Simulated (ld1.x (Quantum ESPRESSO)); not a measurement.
## Ranking RRKJ potentials for ruthenium (Ru)

All share these settings but for the change named:

ruthenium, norm-conserving RRKJ (Kleinman–Bylander form), made with ld1.x (Quantum ESPRESSO) 7.5 (PBEsol, scalar-relativistic). Core [Ar] 3d10, reference 4s2 4p6 4d6.5 5s0 5p0 (charge +1.5). Waves: 4s (bound): rc 0.95 bohr; 4p (bound): rc 1.70 bohr; 4f channel at 0.25 Ry: rc 1.60 bohr; 4d (bound): rc 1.55 bohr. Local part: the d channel. Core correction: Bessel-smoothed model core inside 0.80 bohr. rho0 = 0.005.

Cutoff: the first of the cutoffs (Ry, on a coarse ladder) from which the occupation-weighted sum of valence levels, in a spherical-Bessel basis at the reference potential, stays within 10 and 1 mRy of its value at 400 Ry; the density cutoff is not measured.

The base gives 140 Ry.

Of 10 variants that were run, those that failed, showed a ghost or another fault, or gave nearly equal values are left out.

A variant can come out equal or close to the base.

(1) Rank these variants from softest to hardest (loose cutoff).
A. core [Kr], valence charge 8; reference 4d8 5s0 5p0; waves now 5p (bound): rc 4.20 bohr; 4d (bound): rc 2.10 bohr; 4f channel at 0.25 Ry: rc 4.60 bohr; 5s (bound): rc 2.75 bohr; local potential the s channel; core correction a·sin(br)/r model core, default radius (core density twice the valence density)
B. wave 4s (bound): rc 0.95 bohr becomes 4s (bound): rc 1.00 bohr
C. wave 4p (bound): rc 1.70 bohr becomes 4p (bound): rc 1.66 bohr

Results:

(1) A (35 Ry), C (140 Ry), B (160 Ry).
